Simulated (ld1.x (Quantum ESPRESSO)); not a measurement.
# lead (Pb): excitation energies, all-electron against RRKJ

ld1.x (Quantum ESPRESSO) 7.5 input, shortened:

```
&input
   title='Pb', zed=82., rel=1, dft='PBE', iswitch=3,
   config='[Xe] 4f14 5d10 6s1.75 6p2.25'
 /
 &inputp
   pseudotype=2, tm=.false., lloc=0,
   nlcc=.true., new_core_ps=.true., rcore=1.25
 /
3
6P  2  1   2.25   0.00  2.20  2.20  0.0
5D  3  2  10.00   0.00  1.86  1.86  0.0
6S  1  0   1.75   0.00  1.90  1.90  0.0
 &test
   configts(1)='5d10 6s1.75 6p2.25'
 /
```

Energies are relative to the spin-unpolarised reference configuration 5d10 6s1.75 6p2.25; without spin polarisation the order of configurations can differ from experiment.

```
valence configuration  charge  ΔE all-electron (eV)  error AE − PS (meV)
         5d10 6s2 6p2       0                -2.148                 +0.2
         5d10 6s2 6p1      +1                 4.428                 -4.5
         5d10 6s2 6p0      +2                17.872                  -20
          5d9 6s2 6p2      +1                25.015                 -141
         5d10 6s0 6p4       0                15.687                  -22
         5d10 6s1 6p3       0                 6.589                 -4.6
         5d10 6s0 6p0      +4                92.985                 -112
```

Levels in the configuration 5d10 6s1 6p3:

| level | all-electron (eV) | pseudo (eV) |
| --- | --- | --- |
| 5d | -22.873 | -22.903 |
| 6s | -13.144 | -13.150 |
| 6p | -4.218 | -4.215 |
